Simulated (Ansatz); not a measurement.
Calculated with Ansatz (gas phase, PBE0-D4/def2-TZVP geometries, no zero-point term in ΔE). CCSD(T)/CBS is the MP2 limit (def2-TZVPP, def2-QZVPP) plus CCSD(T) − MP2 in def2-TZVPP, frozen cores. DFT in def2-TZVPP. B3LYP here is the variant with VWN-RPA as its local correlation; programs differ in this. HSE06 is defined as in plane-wave codes. For Ge, Se outer-core shells are correlated without core-valence functions, which leaves a few kJ/mol of doubt a bond. Scalar relativity is left out up to krypton. Each species was taken in one conformer, which may not be the lowest.

`CO[SiH](F)[O][GeH3]` + `Cl[SiH2][SeH]` → `CO[SiH](F)[SeH]` + `Cl[SiH2][O][GeH3]`  (redistribution)

**Question.** Is it downhill or uphill in electronic energy at CCSD(T)/CBS, and by how much? (An estimate is asked.)

**Answer.** Computed: Uphill: ΔE = +13.6 kJ/mol.

**Question.** What do these levels give: BLYP-D4, r2SCANh-D4, HSE06-D4, ωB97X-V, PBE-QIDH, r2SCAN, B3LYP, HF/def2-SVP, MP2/def2-SVP, CCSD(T)/def2-SVP, MP2/def2-TZVPP, CCSD/def2-TZVPP? (An estimate is asked.)

**Answer.** Computed: BLYP-D4 10.6, r2SCANh-D4 13.7, HSE06-D4 13.6, ωB97X-V 13.4, PBE-QIDH 14.4, r2SCAN 13.1, B3LYP 14.4, HF/def2-SVP 20.3, MP2/def2-SVP 14.9, CCSD(T)/def2-SVP 16.6, MP2/def2-TZVPP 12.6, CCSD/def2-TZVPP 15.6 kJ/mol.

Largest T1 diagnostic among the species: 0.012.

From BLYP to BHLYP (50 % exact exchange), in def2-TZVPP and without D4, ΔE moves by +3.5 kJ/mol. In def2-TZVPP, CCSD(T) changes the Hartree–Fock value by −4.1 kJ/mol (the triples alone add −1.2 kJ/mol) and MP2 by −6.0 kJ/mol.
